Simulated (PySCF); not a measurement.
NMR data simulated for an unnamed compound:

1H NMR (400 MHz, computed): δ 5.81 (m, 1H), 5.78 (m, 1H), 3.42 (m, 1H), 2.45 (m, 1H), 2.27 (m, 1H), 2.07 (m, 1H), 1.87 (m, 1H), 1.53 (m, 1H), 0.95 (m, 1H), -0.57 (br s, 1H).

13C{1H} NMR (computed): δ 135.9 (CH), 133.9 (CH), 68.0 (CH), 39.9 (CH2), 35.6 (CH2), 29.0 (CH2).

PySCF calculation with PBE0/pcSseg-1 with gauge-including orbitals, couplings computed with B3LYP/pcJ-1 (without the spin–dipole term) and PBE0-D3(BJ)/def2-SVP structure; non-relativistic, single conformer, no solvent.

Scale: 1H (σref 31.27) and 13C (σref 184.41) against TMS (reference shieldings calculated alike).

Task: Which of these does the molecule contain: a non-aromatic C=C double bond, an OH group, a CH3CH2 unit, a heteroaromatic ring, a vinyl group CH=CH2?

Result: 
- A non-aromatic C=C double bond: yes.
- An OH group: yes (δH -0.57 (br s)).
- A CH3CH2 unit: no.
- A heteroaromatic ring: no.
- A vinyl group CH=CH2: no.

The data belong to SMILES C1[C@@H](O)CC=CC1, C6H10O; they needn't prove each group on their own.

Carbon signals by region: 2 in the sp2 and nitrile region (100–160 ppm), 1 at 50–100 ppm, 3 below 50 ppm.

The OH or NH signal is concentration- and solvent-dependent in practice; the value given is the gas-phase one. Splittings below 1 Hz are ignored in the labels, and close J values are merged. Unscaled 3J(H,H) at this level run about 10 % above measured values. Shifts are as computed. Against solution values, carbons near 30 ppm lie about +2 ppm off and those near 130 ppm about +5 ppm. Of 1211 compounds with measured shifts, 218 miss one by over three times the rms of a fit or turn the order of signals round; such compounds aren't used in these exercises. Couplings to exchangeable protons are dropped.
